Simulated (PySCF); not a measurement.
## Vertical excitation energies

Species: dimethyldichlorosilane, C2H6Cl2Si.
Z-matrix (Å and degrees, PBE0-D3(BJ)/def2-SVP geometry), rows numbered from 1:
```
C 
Si  1  1.8570
C   2  1.8573  1  114.78
Cl  2  2.0721  1  108.26  3   121.38
Cl  2  2.0726  1  108.69  3  -122.08
H   1  1.1008  2  110.60  3    58.15
H   1  1.0998  2  110.30  3   178.21
H   1  1.1009  2  110.18  3   -62.08
H   3  1.0998  2  110.49  1  -178.95
H   3  1.1009  2  110.46  1   -58.89
H   3  1.1009  2  110.19  1    61.19
```

The calculation used TDDFT PBE0/def2-SVPD, vertical, gas phase, core orbitals frozen in the response in PySCF.

Problem. List the vertical singlet excitations with oscillator strengths and describe the spectrum.

Solution. 

| state | E (eV) | λ (nm) | f | main configurations (H = HOMO, L = LUMO) |
| --- | --- | --- | --- | --- |
| S1 | 7.77 | 159.6 | 0.069 | H→L (64%), H→L+1 (33%) |
| S2 | 8.03 | 154.4 | 0.059 | H→L+1 (64%), H→L (34%) |
| S3 | 8.05 | 154.1 | 0.058 | H-1→L (73%), H-1→L+1 (19%) |
| S4 | 8.13 | 152.4 | 0.0001 | H→L+2 (62%), H-2→L (26%), H-2→L+1 (10%) |
| S5 | 8.34 | 148.6 | 0.0000 | H→L+2 (33%), H-2→L (32%), H-2→L+1 (30%) |
| S6 | 8.45 | 146.7 | 0.0005 | H-1→L+1 (70%), H-1→L (23%) |
| S7 | 8.47 | 146.3 | 0.097 | H-3→L (48%), H-1→L+2 (28%), H-3→L+1 (19%) |
| S8 | 8.64 | 143.6 | 0.0050 | H-1→L+2 (65%), H-3→L (18%), H-3→L+1 (13%) |
| S9 | 8.67 | 142.9 | 0.0001 | H-2→L+1 (55%), H-2→L (39%) |
| S10 | 8.81 | 140.7 | 0.041 | H-3→L+1 (63%), H-3→L (31%) |

Triplets, Tamm–Dancoff:

| state | E (eV) | λ (nm) | main configurations (H = HOMO, L = LUMO) |
| --- | --- | --- | --- |
| T1 | 7.41 | 167.2 | H→L (50%), H→L+1 (42%) |
| T2 | 7.54 | 164.5 | H-1→L+1 (53%), H-1→L (40%) |
| T3 | 7.69 | 161.2 | H→L+2 (54%), H-2→L (21%), H-2→L+1 (20%) |
| T4 | 7.84 | 158.0 | H→L+1 (52%), H→L (44%) |

The lowest singlet lies at 7.77 eV (160 nm, vacuum ultraviolet) and is of moderate strength; its leading configuration is HOMO→LUMO (64%). The strongest level in the table is S7 at 8.47 eV (146 nm, f = 0.097). Löwdin shares by element: HOMO chlorine 51%, carbon 29% (atoms not listed hold the other 20%); LUMO chlorine 31%, silicon 22%, carbon 10% or more (atoms not listed hold the other 37%). Of the 10 states listed, 5 reach f = 0.01 and 4 stay under 0.0005. The oscillator strengths of these states sum to 0.330; summed over the whole spectrum of an exact calculation they would give the number of electrons, 66 (Thomas–Reiche–Kuhn). Orbital energies (eV): HOMO-3 -9.46, HOMO-2 -9.32, HOMO-1 -9.02, HOMO -8.72, LUMO 0.22, LUMO+1 0.63, LUMO+2 0.90. All these states lie below the vertical ionisation energy of 10.60 eV (ΔSCF). Singlets were solved by full linear response, triplets in the Tamm–Dancoff approximation.
